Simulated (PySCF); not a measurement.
In(Me)2(NHMe) (C3H10InN), SMILES C[NH][In]([CH3])[CH3].

Coordinates come from a r2SCAN-D4/def2-SVP optimisation. The def2 effective core potentials stand for the cores of In; spin–orbit coupling is left out. One conformer was computed; it need not be the lowest.

Two levels are set side by side: TDDFT-PBE/def2-SVPD (PySCF) and TDDFT-M06-2X/def2-SVPD (PySCF). Vertical, same geometry. The lowest singlet is HOMO→LUMO+1 99 % with PBE and HOMO→LUMO 81 % with the other functional; states are paired by order. Differences are taken from unrounded values.

| quantity | TDDFT-PBE |
|---|---|
| lowest singlet excitation (eV) | 3.79 |
| lowest triplet excitation (TDA) (eV) | 3.28 |
| first bright state (f over 0.05) (eV) | 4.27 |
| its oscillator strength | 0.11 |

Question: These are the TDDFT-PBE values. What does TDDFT-M06-2X give? (The exact figures need the calculation; the answer reports its results.)

Answer: 
```
quantity                               TDDFT-M06-2X  TDDFT-PBE minus TDDFT-M06-2X
-------------------------------------  ------------  ----------------------------
lowest singlet excitation (eV)                 4.87                         -1.08
lowest triplet excitation (TDA) (eV)           4.12                         -0.84
first bright state (f over 0.05) (eV)          5.02                         -0.75
its oscillator strength                        0.11                          0.00
```

Functionals without exact exchange tend to place singlet excitations lower, as here. Differences between two approximate levels are no errors against the true value.

Rough cost on one machine, each run with all the roots and properties that it gave: TDDFT-M06-2X against TDDFT-PBE about 10 times.
